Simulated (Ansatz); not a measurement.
Calculated with Ansatz (gas phase, PBE0-D4/def2-TZVP geometries, no zero-point term in ΔE). CCSD(T)/CBS adds triple-zeta CCSD(T) − MP2 to the extrapolated MP2 energy (def2 sets, frozen cores). This one scheme is used for every species. DFT in def2-TZVPP. B3LYP here is the variant with VWN-RPA as its local correlation; programs differ in this. Each species was taken in one conformer, which may not be the lowest.

`O=C([SiH3])O[SiH2]F` → `O=CO[SiH2]F` + `[SiH2]`  (silylene formation by 1,1-elimination)

```tsv
level	ΔE (eV)	difference from CCSD(T)/CBS
PBE0-D4	2.42	0.11
B3LYP-D4	2.27	-0.04
PBE0	2.35	0.04
HF/def2-TZVPP	2.04	-0.27
MP2/def2-TZVPP	2.41	0.10
SCS-MP2/def2-TZVPP	2.30	-0.01
CCSD/def2-TZVPP	2.17	-0.14
HF/def2-QZVPP	2.05	-0.26
SCS-MP2/def2-QZVPP	2.35	0.04
HF/CBS(def2)	2.05	-0.26
CCSD(T)/CBS	2.31	0
```

Largest T1 diagnostic among the species: 0.015.

The D4 term adds +0.13 eV with B3LYP and +0.07 eV with PBE0; it sums over pairs of atoms, weighted by their polarisabilities, and B3LYP, whose exchange is more repulsive, gets the larger term. From PBE to PBE0 (25 % exact exchange), in def2-TZVPP and without D4, ΔE moves by +0.05 eV. In def2-TZVPP, CCSD(T) changes the Hartree–Fock value by +0.19 eV (the triples alone add +0.06 eV) and MP2 by +0.37 eV.
